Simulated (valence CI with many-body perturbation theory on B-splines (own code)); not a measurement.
## Au⁷¹⁺: magnetic and hyperfine properties of the levels

Computed by valence CI with perturbative core correlation (CI+MBPT): six valence electrons over a frozen Dirac-Fock core [He], a basis of 9 s, 9 p, 8 d, 6 f, 3 g, 1 h functions for each j, with the one-electron correlation potential Σ1 (screened to all orders), the two-electron term Σ2, the three-electron term Σ3, Breit, model QED; selected single and double excitations, second order for the rest, scaled by the run's own slope (own B-spline code, finite nucleus).

No measured spectrum was set against this ion. As an estimate, large intervals hold to a few tenths of a per cent, small ones and those within an open d or f shell to about a per cent. Among the levels kept, up to 1900 cm⁻¹ of a level comes from second order outside the variational space, and about a tenth of that is noise between levels of different J, which matters for small intervals.

A/g_I is the dipole constant over the nuclear g factor μ/I (μ in nuclear magnetons, uniformly magnetised nucleus), B/Q the quadrupole constant per barn. Both hold the static response of the core; the bare values leave it out. Large factors of s and p1/2 electrons are usually good to 5 to 10 %; those of open d and f shells near neutrality can be off by tens of per cent, and small factors of p3/2, d and f electrons come from cancelling terms and can be off by a factor of two or in sign, in half-filled shells by more. B is blank for J = 1/2, where it vanishes, and for nearly pure S terms. Energies count from the lowest level. Levels with J = 0 are left out.

Levels are named by their leading jj configuration (3d3/2^4 stands for four electrons in 3d with j = 3/2), which in mixed levels can hold well under half, so a name can repeat and another be missing. Letters in brackets count levels of one name in rising energy.

| Level | E (eV) | g | A/g_I (MHz) | A/g_I bare | B/Q (MHz/b) | B/Q bare |
| --- | --- | --- | --- | --- | --- | --- |
| (2s^2 2p1/2^2 2p3/2^2) J=2 | 0 | 1.299 | 1010000 | 1030000 | 84900 | 85000 |
| (2s^2 2p1/2 2p3/2^3) J=1 | 1897 | 1.465 | -1280000 | -1240000 | -1020000 | -1020000 |
| (2s^2 2p1/2 2p3/2^3) J=2 | 1916 | 1.117 | 3320000 | 3330000 | -2120000 | -2130000 |
| (2s 2p1/2^2 2p3/2^3) J=2 | 2349 | 1.457 | 8430000 | 8370000 | -2030000 | -2030000 |
| (2s 2p1/2^2 2p3/2^3) J=1 | 2441 | 1.146 | -6430000 | -6310000 | -877000 | -879000 |
| (2s 2p1/2 2p3/2^4) J=1 | 4300 | 1.262 | 2.05e+07 | 2.03e+07 | -132000 | -132000 |
| (2s^2 2p1/2^2 2p3/2 3s) J=2 | 9867 | 1.474 | 2950000 | 2950000 | 2010000 | 2010000 |
| (2s^2 2p1/2^2 2p3/2 3s) J=1 | 9877 | 1.132 | -922000 | -878000 | 1020000 | 1020000 |
| (2s^2 2p1/2^2 2p3/2 3p1/2) J=1 | 10003 | 1.462 | 517000 | 547000 | 999000 | 1000000 |
| (2s^2 2p1/2^2 2p3/2 3p1/2) J=2 | 10004 | 1.142 | 1510000 | 1520000 | 1980000 | 1990000 |
| (2s^2 2p1/2^2 2p3/2 3p3/2) J=3 | 10547 | 1.311 | 655000 | 670000 | 2610000 | 2620000 |
| (2s^2 2p1/2^2 2p3/2 3p3/2) J=1 | 10547 | 1.321 | 651000 | 667000 | -1040000 | -1040000 |
| (2s^2 2p1/2^2 2p3/2 3p3/2) J=2 | 10579 | 1.306 | 657000 | 672000 | 38000 | 38100 |
| (2s^2 2p1/2^2 2p3/2 3d3/2) J=2 | 10678 | 1.027 | 591000 | 602000 | -2120 | -2100 |
| (2s^2 2p1/2^2 2p3/2 3d3/2) J=3 | 10686 | 1.058 | 589000 | 600000 | 2080000 | 2080000 |
| (2s^2 2p1/2^2 2p3/2 3d3/2) J=1 | 10691 | 1.062 | 587000 | 598000 | -843000 | -844000 |
| (2s^2 2p1/2^2 2p3/2 3d5/2) J=4 | 10813 | 1.230 | 418000 | 426000 | 2110000 | 2110000 |
| (2s^2 2p1/2^2 2p3/2 3d5/2) J=2 | 10826 | 1.212 | 139000 | 141000 | -1400000 | -1400000 |
| (2s^2 2p1/2^2 2p3/2 3d5/2) J=3 | 10843 | 1.203 | 344000 | 350000 | -387000 | -387000 |
| (2s^2 2p1/2^2 2p3/2 3d5/2) J=1 | 10857 | 1.079 | -656000 | -672000 | 231000 | 231000 |
| (2s^2 2p1/2 2p3/2^2 3s) J=2 [a] | 11748 | 1.572 | 1410000 | 1420000 | 117000 | 117000 |
| (2s^2 2p1/2 2p3/2^2 3s) J=1 [a] | 11762 | 1.292 | -3220000 | -3160000 | 31800 | 31800 |
| (2s^2 2p1/2 2p3/2^2 3s) J=3 | 11773 | 1.293 | 3870000 | 3860000 | -4420 | -4440 |
| (2s^2 2p1/2 2p3/2^2 3s) J=2 [b] | 11783 | 1.013 | 2070000 | 2090000 | -30200 | -30300 |
| (2s^2 2p1/2 2p3/2^2 3s) J=1 [b] | 11836 | 1.294 | 9540000 | 9490000 | -15400 | -15400 |
| (2s^2 2p1/2 2p3/2^2 3p1/2) J=1 [a] | 11880 | 1.629 | -1780000 | -1740000 | 46100 | 46100 |
| (2s^2 2p1/2 2p3/2^2 3p1/2) J=2 [a] | 11888 | 1.188 | 1450000 | 1460000 | 12600 | 12600 |
| (2s^2 2p1/2 2p3/2^2 3p1/2) J=3 | 11905 | 1.072 | 2910000 | 2910000 | -20200 | -20200 |
| (2s^2 2p1/2 2p3/2^2 3p1/2) J=2 [b] | 11950 | 1.290 | 1560000 | 1580000 | 67400 | 67500 |
| (2s^2 2p1/2 2p3/2^2 3p1/2) J=1 [b] | 11963 | 0.626 | 6660000 | 6630000 | -3630 | -3630 |
| (2s 2p1/2^2 2p3/2^2 3s) J=3 | 12136 | 1.523 | 7240000 | 7190000 | 225000 | 225000 |
| (2s 2p1/2^2 2p3/2^2 3s) J=2 [a] | 12169 | 1.360 | 7240000 | 7210000 | 111000 | 111000 |

Question: Take the isotope of mass number 197, with I = 3/2, μ = 0.1452 μN and Q = 0.547 b. What is the hyperfine structure of (2s^2 2p1/2 2p3/2^3) J=1?

Answer: From the table A = -124000 MHz, B = -556000 MHz. Shifts from the centre of gravity in MHz: F = 1/2: -385000, F = 3/2: 680000, F = 5/2: -325000.
